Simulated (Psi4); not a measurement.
Psi4 input (wB97X-D/6-31G*):

```
memory 1500 MB

molecule {
-1 2
Al    0.26089500    0.21329300    0.23677300
O     1.18655900   -0.44770900   -0.94995600
F    -1.43156800    0.08987400    0.50239900
symmetry c1
no_reorient
no_com
}

set {
  basis 6-31G*
  reference uks
  scf_type pk
  dft_radial_points 99
  dft_spherical_points 590
  e_convergence 1e-8
  d_convergence 1e-7
  maxiter 150
}

e = energy('wb97x-d')
print_out(f'\nFINAL {e:.10f} DIPOLE {variable("CURRENT DIPOLE")[0]:.6f} {variable("CURRENT DIPOLE")[1]:.6f} {variable("CURRENT DIPOLE")[2]:.6f}\n')
```

From the output:

```
       7A     -2.540978     8A     -1.005923     9A     -0.700348
      10A     -0.309549    11A     -0.261734    12A     -0.258914
      13A     -0.145122    14A     -0.105537    15A     -0.097056

    Beta Virtual:

      16A      0.167844    17A      0.254723    18A      0.303437
      19A      0.318755    20A      0.427964    21A      0.476080
      22A      0.563411    23A      0.653642    24A      0.820914
      25A      0.833332    26A      0.882324    27A      1.067193
      28A      1.144938    29A      1.344272    30A      1.344752
      31A      1.386800    32A      1.515945    33A      1.546371
      34A      1.584913    35A      1.684469    36A      1.930859
      37A      2.159633    38A      2.159845    39A      2.186730
      40A      2.192391    41A      2.260476    42A      2.286100
      43A      2.349313    44A      2.410448    45A      2.487280
      46A      2.883217    47A      2.952975    48A      3.976668
      49A      4.337941

    Final Occupation by Irrep:
              A
    DOCC [    15 ]
    SOCC [     1 ]
    NA   [    16 ]
    NB   [    15 ]

  @UKS Final Energy:  -417.49634464568203

   => Energetics <=

    Nuclear Repulsion Energy =             82.0515488177145329
    One-Electron Energy =                -752.3300736196842990
    Two-Electron Energy =                 279.9416948585718501
    DFT Exchange-Correlation Energy =     -27.1593253632294775
    Empirical Dispersion Energy =          -0.0001893390546466
    VV10 Nonlocal Energy =                  0.0000000000000000
    Total Energy =                       -417.4963446456820293

  UHF NO Occupations:
  HONO-2 :   14  A 1.9998038
  HONO-1 :   15  A 1.9983413
  HONO-0 :   16  A 1.0000000
  LUNO+0 :   17  A 0.0016587
  LUNO+1 :   18  A 0.0001962
  LUNO+2 :   19  A 0.0001210
  LUNO+3 :   20  A 0.0000462

Computation Completed

Properties will be evaluated at   0.000000,   0.000000,   0.000000 [a0]

Properties computed using the SCF density matrix

 Multipole Moments:

 ------------------------------------------------------------------------------------
     Multipole            Electronic (a.u.)      Nuclear  (a.u.)        Total (a.u.)
 ------------------------------------------------------------------------------------

 L = 1.  Multiply by 2.5417464519 to convert [e a0] to [Debye]
 Dipole X            :         -0.9187195           -0.0000094           -0.9187289
 Dipole Y            :          0.1890371            0.0000057            0.1890428
 Dipole Z            :          0.5102336           -0.0000151            0.5102185
 Magnitude           :                                                    1.0677654

 ------------------------------------------------------------------------------------

FINAL -417.4963446457 DIPOLE -0.918729 0.189043 0.510218

*** Psi4 exiting successfully. Buy a developer a beer!
```

The dipole moment of an ion depends on the origin.

The geometry given is a B3LYP-D3(BJ)/def2-TZVP minimum.
